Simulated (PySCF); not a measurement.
Electron correlation in Ru (ruthenium, neutral)

[Kr] 4d7 5s1, high-spin 5F determinant. All numbers are calculated (PySCF 2.14, the spin-free X2C one-electron Hamiltonian (Gaussian nucleus), in ANO-RCC-VTZP). Frozen: [Ar] 3d10; 16 electrons correlated.

```
  level  correlation energy (mhartree)
   CCSD                        -491.51
    (T)                         -15.67
CCSD(T)                        -507.18
```

Diagnostics: T1 = 0.016, D1 = 0.0721, largest double amplitude 0.034.

Cost of the coupled-cluster step: of the order of 14 core-seconds, for 16 correlated electrons.

Iterations:

```
CC2 = 0
CCSD nocc = (np.int64(10), np.int64(6)), nmo = (54, 54)
frozen orbitals [[0, 1, 2, 3, 4, 5, 6, 7, 8, 9, 10, 11, 12, 13], [0, 1, 2, 3, 4, 5, 6, 7, 8, 9, 10, 11, 12, 13]]
max_cycle = 100
direct = 0
conv_tol = 1e-08
conv_tol_normt = 1e-06
diis_space = 8
diis_start_cycle = 0
Init t2, MP2 energy = -0.494874964458045
Init E_corr(UCCSD) = -0.494874964458906
cycle = 1  E_corr(UCCSD) = -0.480466920823699  dE = 0.0144080436  norm(t1,t2) = 0.076085
cycle = 2  E_corr(UCCSD) = -0.490845467936859  dE = -0.0103785471  norm(t1,t2) = 0.022472
cycle = 3  E_corr(UCCSD) = -0.490634470465143  dE = 0.000210997472  norm(t1,t2) = 0.0115791
cycle = 4  E_corr(UCCSD) = -0.491548685998611  dE = -0.000914215533  norm(t1,t2) = 0.0051492
cycle = 5  E_corr(UCCSD) = -0.491551921792707  dE = -3.2357941e-06  norm(t1,t2) = 0.000513115
cycle = 6  E_corr(UCCSD) = -0.491499350907698  dE = 5.2570885e-05  norm(t1,t2) = 0.000221827
cycle = 7  E_corr(UCCSD) = -0.491510526456907  dE = -1.11755492e-05  norm(t1,t2) = 6.78412e-05
cycle = 8  E_corr(UCCSD) = -0.49151148288252  dE = -9.56425613e-07  norm(t1,t2) = 1.3023e-05
cycle = 9  E_corr(UCCSD) = -0.49151088784169  dE = 5.9504083e-07  norm(t1,t2) = 3.83259e-06
cycle = 10  E_corr(UCCSD) = -0.491510980413712  dE = -9.25720217e-08  norm(t1,t2) = 1.13387e-06
cycle = 11  E_corr(UCCSD) = -0.491511000484904  dE = -2.0071192e-08  norm(t1,t2) = 3.78863e-07
cycle = 12  E_corr(UCCSD) = -0.491510993372774  dE = 7.11212972e-09  norm(t1,t2) = 6.98315e-08
UCCSD converged
E(UCCSD) = -4528.345646218118  E_corr = -0.4915109933727742
UCCSD(T) correction = -0.0156669626489778
```
